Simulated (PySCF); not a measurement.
# From computed data to an observable: oscillator strength and radiative lifetime

3-ethenylsiletane (C5H10Si), SMILES C(=C)C1C[SiH2]C1.

Coordinates come from a PBE0-D3(BJ)/def2-SVP optimisation. One conformer was computed; it need not be the lowest.

TDA-ωB97X/def2-SVPD in PySCF puts the first singlet state with f over 0.02 at 7.55 eV (vertical), with the transition dipole (2.204, -0.406, 0.000) in atomic units.

Task: Find the oscillator strength, the wavelength and the radiative lifetime that this transition would have in vacuum if emission retraced absorption.

Result: 
|μ|² = 5.0225 au, so |μ| = 5.70 D. ΔE = 7.55/27.211 = 0.2775 hartree. f = (2/3) ΔE |μ|² = 0.929 (the program prints 0.928).
λ = 1239.84/7.55 = 164 nm; ν = 60895 cm⁻¹.
Einstein's coefficient A = 0.6670 ν² f s⁻¹ (ν in cm⁻¹) = 2.3e9 s⁻¹, so τ = 1/A = 0.44 ns. This state is S2; the lower singlet has f = 0.010. The figure is the radiative limit of this one transition; relaxation, internal conversion, crossing to triplets and a medium change what is measured.
